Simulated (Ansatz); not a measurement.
Consider the β-hydride elimination: `C[O][Al]([SH])[SH]` → `[SH][AlH][SH]` + `C=O`.

Gas-phase electronic energies from Ansatz, PBE0-D4/def2-TZVP geometries. CCSD(T)/CBS is the MP2 limit (def2-TZVPP, def2-QZVPP) plus CCSD(T) − MP2 in def2-TZVPP, frozen cores. This one scheme is used for every species. DFT in def2-TZVPP. B3LYP here is the variant with VWN-RPA as its local correlation; programs differ in this. One conformer a species, not always the lowest.

| level | ΔE (kJ/mol) | difference from CCSD(T)/CBS |
| --- | --- | --- |
| PBE-D4 | 227.9 | -9.6 |
| PBE0-D4 | 242.2 | 4.7 |
| B3LYP-D4 | 231.4 | -6.1 |
| ωB97X-V | 237.9 | 0.4 |
| ωB97M-V | 236.0 | -1.5 |
| B2PLYP | 228.1 | -9.4 |
| r2SCAN | 241.2 | 3.7 |
| B3LYP | 219.0 | -18.5 |
| MP2/def2-TZVPP | 243.0 | 5.5 |
| CCSD/def2-TZVPP | 232.6 | -4.9 |
| CCSD(T)/def2-TZVPP | 231.5 | -6.0 |
| HF/def2-QZVPP | 216.1 | -21.4 |
| MP2/def2-QZVPP | 246.7 | 9.2 |
| SCS-MP2/def2-QZVPP | 234.2 | -3.3 |
| MP2/CBS(def2) | 249.0 | 11.5 |
| CCSD/CBS(def2) | 238.6 | 1.1 |
| CCSD(T)/CBS | 237.5 | 0 |

Largest T1 diagnostic among the species: 0.015.

From PBE to PBE0 (25 % exact exchange), in def2-TZVPP and without D4, ΔE moves by +15.1 kJ/mol. The D4 term adds +12.4 kJ/mol with B3LYP and +7.0 kJ/mol with PBE0; it sums over pairs of atoms, weighted by their polarisabilities, and B3LYP, whose exchange is more repulsive, gets the larger term.
